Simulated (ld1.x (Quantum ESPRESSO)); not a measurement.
**What one change does to a pseudopotential (Ga (Z = 31), TM)**

```json
{
 "Element": "Ga",
 "Generator": "ld1.x (Quantum ESPRESSO) 7.5",
 "Type": "norm-conserving Troullier–Martins (Kleinman–Bylander form)",
 "Functional": "LDA (PZ)",
 "Relativity": "scalar-relativistic",
 "Frozen core": "[Ar] 3d10",
 "Valence charge": "3",
 "Reference configuration": "4s2 4p1",
 "Partial waves": "4s (bound): rc 1.90 bohr; 4d channel at 0.05 Ry: rc 1.95 bohr; 4p (bound): rc 2.20 bohr",
 "Local potential": "the p channel",
 "Core correction": "none"
}
```

Change: local potential the s channel.

Cutoffs: the cutoffs (Ry, on a coarse ladder) from which the occupation-weighted sum of valence levels, in a spherical-Bessel basis at the reference potential, stays within 10 and 1 mRy of its value at 400 Ry; they do not see the model core or the augmentation charge, which bear on the density cutoff. Errors are all-electron minus pseudo energies relative to the spin-unpolarised reference configuration.

**Question.** What does the change do?

**Answer.** The potential gets neither clearly harder nor softer (15 Ry and 35 Ry → 15 Ry and 35 Ry); the bound ghosts move from d, s to d; of the 9 tests that both files solve, the error grows in 2 and shrinks in 0 by more than 15 % and 0.3 meV (median size 15.7 → 15.8 meV); the range in which the p phases agree widens (upper end 3.9 → at the end of the scan). In the separable form a ghost depends on how the local part lies against the semilocal potential of the channel, so the choice of the local part can create or remove one.

| quantity | base | changed |
| --- | --- | --- |
| cutoff, loose | 15 Ry | 15 Ry |
| cutoff, tight | 35 Ry | 35 Ry |
| bound ghosts | s, d | d |
| error for 4s2 4p0, meV [ΔE 5.89 eV] | +6.4 | +9.0 |
| error for 4s1 4p0, meV [ΔE 27.39 eV] | +112 | +128 |
| error for 4s2 4p0.5, meV [ΔE 2.12 eV] | +1.0 | +1.3 |
| error for 4s1 4p2, meV [ΔE 6.61 eV] | +14 | +15 |
| error for 4s2 4p1.3, meV [ΔE -0.58 eV] | +0.3 | +0.3 |
| error for 4s0 4p3, meV [ΔE 13.54 eV] | +76 | +75 |
| error for 4s1 4p1, meV [ΔE 13.34 eV] | +24 | +26 |
| error for 4s2 4p1 (spin-polarised), meV [ΔE -0.13 eV] | +16 | +16 |
| error for 4s1 4p0 (spin-polarised), meV [ΔE 27.08 eV] | +423 | +439 |
| s: phases at 2.39 bohr within 0.05 rad from the reference energy up to (Ry; the scan ends near 5) | 2.8 | 3.0 |
| p: phases at 2.39 bohr within 0.05 rad from the reference energy up to (Ry; the scan ends near 5) | 3.9 | to the end of the scan |
| d: phases at 2.39 bohr within 0.05 rad from the reference energy up to (Ry; the scan ends near 5) | 1.2 | 1.1 |

 A true bound ghost makes a file unfit for plane-wave use even where its test errors are small: the radial tests pick states by their node count and pass the ghost by.
